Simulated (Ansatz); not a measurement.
Basis-set extrapolation for `BCCCCl` (PBE0-D4/def2-TZVP geometry, frozen core, Ansatz). Multiplicity 1, RHF reference.

```tsv
	def2-TZVPP	def2-QZVPP
HF	-602.493369	-602.512993
MP2 correlation	-0.814275	-0.873211
CCSD(T) correlation	-0.910941	not run
```

Energies in hartree. Use E(X) = E(∞) + A·exp(−7.88·√X) for Hartree–Fock and E(X) = E(∞) + B·X^(−2.97) for correlation, with X = 3 and 4, and add CCSD(T) minus MP2 of the smaller set to the MP2 limit.

Task: What is the CCSD(T) energy at the basis-set limit?

Result: HF limit: -602.512993 + (-0.019624) × 0.13774 = -602.51570. MP2 limit: -0.873211 + (-0.058936) × 0.74074 = -0.91687. Higher-order term: -0.910941 − (-0.814275) = -0.09667. Total: -603.52924 hartree, 78.4 kcal/mol below CCSD(T)/def2-TZVPP.
